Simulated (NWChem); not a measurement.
System: CH6N cation; SMILES C[NH3+]

```xyz
8

C      0.0000     0.0000     0.8146
N      0.0000     0.0000    -0.7025
H     -1.0168     0.1956     1.1548
H      0.6778     0.7828     1.1548
H      0.3391    -0.9784     1.1548
H     -0.6253    -0.7236    -1.0803
H      0.9394    -0.1797    -1.0803
H     -0.3140     0.9034    -1.0803
```
Atoms are numbered in this order, from 1.

Level: B3LYP/6-31G* (spherical d) (NWChem), optimised geometry, unscaled harmonic frequencies. 

List the harmonic frequencies with IR intensities, and the thermochemistry.


```json
[
 {"frequency (cm⁻¹)": "294", "IR intensity (km/mol)": "0.0"},
 {"frequency (cm⁻¹)": "922", "IR intensity (km/mol)": "26.8"},
 {"frequency (cm⁻¹)": "922", "IR intensity (km/mol)": "26.8"},
 {"frequency (cm⁻¹)": "927", "IR intensity (km/mol)": "9.3"},
 {"frequency (cm⁻¹)": "1287", "IR intensity (km/mol)": "7.2"},
 {"frequency (cm⁻¹)": "1287", "IR intensity (km/mol)": "7.2"},
 {"frequency (cm⁻¹)": "1478", "IR intensity (km/mol)": "5.3"},
 {"frequency (cm⁻¹)": "1519", "IR intensity (km/mol)": "29.0"},
 {"frequency (cm⁻¹)": "1519", "IR intensity (km/mol)": "29.0"},
 {"frequency (cm⁻¹)": "1565", "IR intensity (km/mol)": "119.2"},
 {"frequency (cm⁻¹)": "1705", "IR intensity (km/mol)": "49.7"},
 {"frequency (cm⁻¹)": "1705", "IR intensity (km/mol)": "49.7"},
 {"frequency (cm⁻¹)": "3116", "IR intensity (km/mol)": "0.1"},
 {"frequency (cm⁻¹)": "3220", "IR intensity (km/mol)": "0.8"},
 {"frequency (cm⁻¹)": "3220", "IR intensity (km/mol)": "0.8"},
 {"frequency (cm⁻¹)": "3389", "IR intensity (km/mol)": "47.0"},
 {"frequency (cm⁻¹)": "3473", "IR intensity (km/mol)": "123.0"},
 {"frequency (cm⁻¹)": "3473", "IR intensity (km/mol)": "123.0"}
]
```

```yaml
zero_point_energy: 50.0 kcal/mol
thermal correction to the enthalpy at 298.15 K (with zero-point energy): 52.8 kcal/mol
heat capacity Cv: 9.7 cal/(mol K)
entropy at 298.15 K and 1 atm (symmetry number 3): 55.9 cal/(mol K)
```

Rigid rotor and harmonic oscillator.
